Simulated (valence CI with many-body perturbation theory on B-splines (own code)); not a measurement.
The numbers below are computed, except where a source is named.
## Run record, Hg LXXIV

Method: valence CI with perturbative core correlation (CI+MBPT): five valence electrons over a frozen Dirac-Fock core [He], a basis of 6 s, 6 p, 5 d, 3 f, 1 g functions for each j, with the one-electron correlation potential Σ1 (screened to all orders), the two-electron term Σ2, the three-electron term Σ3, Breit, model QED; selected single and double excitations, second order for the rest, scaled by the run's own slope (own B-spline code, finite nucleus).

Command, and the settings that its task file holds:

```sh
python run_cv.py task.json out
```

```
atom Hg  Z=80  mass_number=202  rms_radius_fm=5.4648
core [He]
valence 2s2 2p3
avg = 1
basis = S
breit = 1
cap = 10000
capref = 1200
cscale = 1
de = 0.0
dress = 0
eps = 2e-08
extrap = 1
h = 0.27
hh = 1
l2 = 3
lcore = 6
maxit = 60
n2 = 5
natural = 1
nlev = 20
nno = [3, 3, 3, 2, 1]
nroot = 26
nsp = [3, 3, 2, 1, 0]
pt2 = 1
qed = 1
rmax = 0.32
rpa = 1
s1 = 1
s2 = 1
s3 = 1
screen = 1
tol = 2e-05
whole = 1
```

It took 11 s on 1 thread of Intel(R) Xeon(R) Platinum 8175M CPU @ 2.50GHz (Skylake/Cascade Lake) (shared host).

Log. The first blocks belong to the next ion, which gives the ionisation energy. Fields: 2J, parity (1 odd), roots, reference size, generating configurations, candidates as configurations/state functions, variational space P, stored matrix elements, Davidson steps; e2 is the range of second-order energies in hartree. The first line gives the box (bohr), its intervals, the orbitals and the steps of their self-consistent field. Window is the range of levels sought, series limit the energy at which the first omitted orbital would enter, core excitation an estimate of the first excitation out of the core, left out the lowest levels not solved, and shifts from estimates the range by which levels moved from their first estimate, all in cm⁻¹.

```
rmax 0.3 intervals 48 orbitals 36 references ['2s2 2p3', '2s 2p4', '2p5'] scf 2 t 0.5
2J=0 par=0 roots 2 ref 25 generators 3 cand 1156/1581 P 712/999 nnz 0 it 0
2J=0 par=0 roots 2 ref 25 generators 4 cand 467/607 P 969/1366 nnz 0 it 4
   second order: generators 4 cand 210/240 e2 -0.00000 -0.00000
reference levels 143, estimated 91, window 83690052 1/cm; series limit 83690052, core excitation 563237120
2J=3 par=1 roots 5 ref 20 generators 5 cand 2535/10726 P 1009/3523 nnz 1.2e+06 it 5
2J=3 par=1 roots 5 ref 20 generators 8 cand 4717/28081 P 2260/9995 nnz 9.8e+06 it 5
   second order: generators 10 cand 4652/36066 e2 -0.00016 -0.00002
2J=5 par=1 roots 2 ref 11 generators 3 cand 3489/20968 P 908/3506 nnz 1.2e+06 it 5
2J=5 par=1 roots 2 ref 11 generators 5 cand 4832/34148 P 1922/9991 nnz 1e+07 it 5
   second order: generators 9 cand 5202/43311 e2 -0.00014 -0.00003
2J=1 par=1 roots 4 ref 13 generators 4 cand 2264/7516 P 1298/3512 nnz 9.9e+05 it 5
2J=1 par=1 roots 4 ref 13 generators 9 cand 4371/17690 P 2836/9064 nnz 6.3e+06 it 5
   second order: generators 13 cand 4811/25984 e2 -0.00004 -0.00001
2J=5 par=0 roots 3 ref 26 generators 3 cand 2371/12258 P 940/3527 nnz 1.4e+06 it 5
2J=5 par=0 roots 3 ref 26 generators 4 cand 2736/20975 P 2041/9999 nnz 1e+07 it 5
   second order: generators 7 cand 4097/42637 e2 -0.00023 -0.00012
2J=1 par=0 roots 5 ref 24 generators 5 cand 2461/7679 P 1302/3524 nnz 1.1e+06 it 5
2J=1 par=0 roots 5 ref 24 generators 9 cand 4126/16655 P 2919/9141 nnz 6.5e+06 it 5
   second order: generators 12 cand 2999/13564 e2 -0.00004 -0.00000
2J=3 par=0 roots 4 ref 32 generators 3 cand 2349/10114 P 916/3531 nnz 1.5e+06 it 5
2J=3 par=0 roots 4 ref 32 generators 4 cand 2703/15991 P 2161/9995 nnz 1e+07 it 5
   second order: generators 6 cand 2876/19629 e2 -0.00008 -0.00001
left out: unestimated 111421608, estimated 100178386, shifts from estimates -60 to 172
operators 0.3
```

The Davidson iterations converged. The settings are bad on purpose, so the numbers may not be properties of the ion.

The last digits are not significant, and no measured levels were compared; by estimate large intervals hold to a few tenths of a per cent, small ones and those within an open d or f shell to about a per cent.

```yaml
Valence_energy: -4083.044 hartree
Ionisation_energy: "19681 eV (NIST: 19680 ± 90 eV (theoretical))"
Reference_configurations_for_the_orbitals: 2s2 2p3, 2s 2p4, 2p5
Radial_orbitals: 36
Box_radius: 0.32 bohr
Largest_variational_space: 9999
Lowest_levels: (2s^2 2p1/2^2 2p3/2) J=3/2 0.00, (2s^2 2p1/2 2p3/2^2) J=3/2 147.25, (2s^2 2p1/2 2p3/2^2) J=5/2 148.94, (2s^2 2p1/2 2p3/2^2) J=1/2 153.38, (2s 2p1/2^2 2p3/2^2) J=5/2 176.15, (2s 2p1/2^2 2p3/2^2) J=1/2 184.89, (2s 2p1/2^2 2p3/2^2) J=3/2 184.97, (2s^2 2p3/2^3) J=3/2 301.02, (2s 2p1/2 2p3/2^3) J=3/2 [a] 325.73, (2s 2p1/2 2p3/2^3) J=5/2 328.87, (2s 2p1/2 2p3/2^3) J=1/2 334.43, (2s 2p1/2 2p3/2^3) J=3/2 [b] 334.94, (2p1/2^2 2p3/2^3) J=3/2 366.82, (2s 2p3/2^4) J=1/2 483.25 Ry
```

Levels are named by their leading jj configuration (3d3/2^4 stands for four electrons in 3d with j = 3/2), which in mixed levels can hold well under half, so a name can repeat and another be missing. Letters in brackets count levels of one name in rising energy.
